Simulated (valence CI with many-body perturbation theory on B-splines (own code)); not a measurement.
Results of a calculation; reference values are marked as such.
**Ce⁷⁺: what the settings do**

Level of theory: relativistic CI+MBPT: five valence electrons over a frozen Dirac-Fock core [Kr] 4d10, radial functions for each j: 5 s, 5 p, 5 d, 5 f, 2 g, with the one-electron correlation potential Σ1 (screened to all orders), the two-electron term Σ2, the three-electron term Σ3, Breit, model QED; selected single and double excitations, second order for the rest, scaled by the run's own slope (own B-spline code, finite nucleus).

No measured levels were compared; by estimate levels hold to about 250 cm⁻¹ or 0.2 % of their energy and the worst to 1 %, as in measured heavy ions of charge 2 to 7; those with d or f electrons hold less well. Among the levels kept, up to 1200 cm⁻¹ of a level comes from second order outside the variational space, and about a tenth of that is noise between levels of different J, which matters for small intervals. Only levels of the ground parity were solved; by the run's estimate the other parity begins above the list, which can be wrong where configurations are misplaced.

The reference run has the lowest level (5s^2 5p1/2^2 5p3/2) J=3/2 and an ionisation energy of 107.535 eV. Its largest variational space holds 10000 state functions.

Levels are named by their leading jj configuration (3d3/2^4 stands for four electrons in 3d with j = 3/2), which in mixed levels can hold well under half, so a name can repeat and another be missing. Letters in brackets count levels of one name in rising energy.

Changed runs:
A. scale of Σ1 1 → 0
B. highest l in the core sums 6 → 4
C. natural orbitals for correlation on → off
D. start configuration 5s2 5p3 → 5s2 5p4 (bad on purpose)

Excitation energies of the reference run in cm⁻¹, and shifts in cm⁻¹:

```
                             Level  Reference       A       B       C
        (5s^2 5p1/2 5p3/2^2) J=3/2      22831    -565    -107     +16
        (5s^2 5p1/2 5p3/2^2) J=5/2      30377    -569    -310     +98
        (5s^2 5p1/2 5p3/2^2) J=1/2      45746    -807    -108    +694
              (5s^2 5p3/2^3) J=3/2      66252   -1474    -256    +364
        (4f5/2 5s^2 5p1/2^2) J=5/2      69526   +7342   -6415    +611
        (4f7/2 5s^2 5p1/2^2) J=7/2      73574   +7101   -6451    +663
(4f5/2 5s^2 5p1/2 5p3/2) J=7/2 [a]      88748   +6608   -6474    +328
(4f5/2 5s^2 5p1/2 5p3/2) J=5/2 [a]      89126   +6608   -6321    +490
(4f7/2 5s^2 5p1/2 5p3/2) J=7/2 [a]      91934   +6429   -6416    +453
(4f7/2 5s^2 5p1/2 5p3/2) J=9/2 [a]      92519   +6310   -6400    +383
(4f5/2 5s^2 5p1/2 5p3/2) J=3/2 [a]      93703   +6545   -6328    +503
    (4f7/2 5s^2 5p1/2 5p3/2) J=5/2      94968   +6322   -6385    +456
            Ionisation energy (eV)    107.535  -1.360  +0.104  -0.028
```

Run D: It gave no result: the electrons of core and valence do not add up to the charge. The program said: "core and valence hold 52 electrons, the ion has 51".
